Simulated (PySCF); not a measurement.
**DyBr2 at several levels of theory**

Computed with PySCF 2.14.0 (density fitting, no spin-orbit coupling) at the geometry relaxed with PBE0:

```xyz
3
DyBr2 (singlet in the valence; each metal's 4f electrons, 10 of them, lie in its core potential, out of spins and levels)
Dy    0.0000    0.0000    0.0060
Br    2.7420    0.0000    0.3109
Br   -2.7420    0.0000    0.3109
```

| level | basis | state | HOMO (eV) | gap (eV) | charge on Dy1 (e) | population of f-type functions on Dy1 (polarisation alone where 4f lies in the core) | dipole about the centre of mass (D) | largest force component (eV/Å) |
| --- | --- | --- | --- | --- | --- | --- | --- | --- |
| PBE0 | Dy lcecp-0-SVP with ECP56, Br def2-SVP | singlet | – | – | 0.85 | 0.01 | 1.82 | 0.00 |
| wB97X | the same | singlet | – | – | 0.88 | 0.01 | 1.88 | 0.04 |
| PBE0 | Dy lcecp-0-TZVP with ECP56, Br def2-TZVP | singlet | – | – | 1.19 | 0.02 | 1.82 | 0.03 |

In the lcecp rows the 4f levels are missing from HOMO and gap, and the state counts the valence alone.

Charges are Mulliken's, which hang on the basis. The relaxation used the grid (50, 194), these runs (75, 302) or, all-electron (x2c bases, spin-free X2C Hamiltonian), (99, 590).

Task: What does HF with Dy lcecp-0-SVP with ECP56, Br def2-SVP give here?

Result: state singlet, charge on Dy1 (e) 1.08, population of f-type functions on Dy1 (polarisation alone where 4f lies in the core) 0.01, dipole about the centre of mass (D) 1.98, largest force component (eV/Å) 0.47. Time: 2.6 s on 2 threads of Arm Neoverse V2 (shared host), from an already converged density.

An lcecp potential fixes the number of 4f electrons, so in runs with it no electron can move into or out of that shell; real Dy(II) is rare or takes another configuration.
